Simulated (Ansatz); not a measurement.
Geometry optimisation, RKS PBE0-D4/def2-mTZVP in Ansatz 0.2.0.

Input file:

```yaml
crystal:
  periodic: [false, false, false]
  atoms:
    - { symbol: Al, position_ang: [0.0, 0.0, 0.0] }
    - { symbol: H, position_ang: [0.0, 0.0, 1.91] }
    - { symbol: "N", position_ang: [1.6627, 0.0, -0.96] }
    - { symbol: H, position_ang: [2.1293, -0.9179, -1.2118] }
    - { symbol: H, position_ang: [2.1141, 0.9179, -1.2382] }
    - { symbol: "N", position_ang: [-1.6627, 0.0, -0.96] }
    - { symbol: H, position_ang: [-2.3316, -0.8164, -0.8614] }
    - { symbol: H, position_ang: [-1.9118, 0.8164, -1.5886] }
    - { symbol: F, position_ang: [0.0892, 1.8864, 0.6275] }
    - { symbol: H, position_ang: [0.0478, 1.0118, 1.7645] }
basis:
  gaussian: { orbitals: def2-mTZVP }
hamiltonian:
  xc: pbe0
  dispersion: d4
relax:
  f_tol: 0.15
  max_steps: 25
  restrain:
    - { distance: [0, 8], at: 1.69, k: 30.0 }
    - { distance: [9, 1], at: 0.66, k: 30.0 }
    - { distance: [0, 1], at: 2.76, k: 30.0 }
    - { distance: [9, 8], at: 2.12, k: 30.0 }
```

Launched with:

```bash
$ ansatz run input.yaml --threads 2 --pin off --max-ram 3072MiB --backend cpu --events-out ev --progress --plain --runs-dir out
```

Problem. Where does it end, and by what steps?

Solution. The forces met the threshold. The restraints hold the end off the free minimum. After 9 steps the energy has fallen by 3.225 eV (the restraints' own energy left out); H8 moved furthest, 1.00 Å. Joined: H2–H10 (1.02 → 0.71 Å).

| step | energy less start (eV) | largest force component (eV/Å) | accepted |
| --- | --- | --- | --- |
| 0 | 0.0000 | 3.845 | yes |
| 1 | -1.1881 | 4.254 | yes |
| 2 | -2.1279 | 2.937 | yes |
| 3 | -2.5979 | 2.064 | yes |
| 4 | -2.8201 | 1.347 | yes |
| 5 | -2.9469 | 1.265 | yes |
| 6 | -3.0774 | 1.223 | yes |
| 7 | -3.1621 | 1.303 | yes |
| 8 | -3.2144 | 1.426 | yes |
| 9 | -3.2245 | 1.426 | yes |

```xyz
10
Properties=species:S:1:pos:R:3
Al 0.029 0.685 -0.543
H -0.032 0.201 2.174
N 1.578 -0.050 -0.948
H 1.708 -0.880 -1.506
H 2.472 0.338 -0.686
N -1.538 -0.004 -0.964
H -1.698 -0.892 -1.412
H -2.416 0.467 -0.800
F 0.045 2.167 0.241
H -0.010 0.867 1.924
```

Time of the run: 24 s on 2 threads of Arm Neoverse V1, with other jobs on the host, peak memory 0.18 GiB.
